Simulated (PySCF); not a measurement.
# Electron correlation in Tl (thallium, neutral)

[Xe] 4f14 5d10 6s2 7s1, 2S determinant (an excited configuration). All numbers are calculated (PySCF 2.14, a scalar-relativistic core potential, in aug-cc-pVTZ-PP with one added diffuse shell each of d, f type with ECP60MDF (6s5p5d3f, 67 functions)). Frozen: 5s2 5p6 5d10; 3 electrons correlated.

MP2 pair energies summed by pair of shells (mhartree):

| pair | energy | share (%) |
| --- | --- | --- |
| 6s-6s | -19.79 | 81.5 |
| 6s-7s | -4.49 | 18.5 |

Total MP2 correlation energy: -24.29 mhartree.

Same-spin part -1.79 and opposite-spin part -22.50 mhartree; SCS-MP2 scales them by 1/3 and 6/5 to -27.59 mhartree.
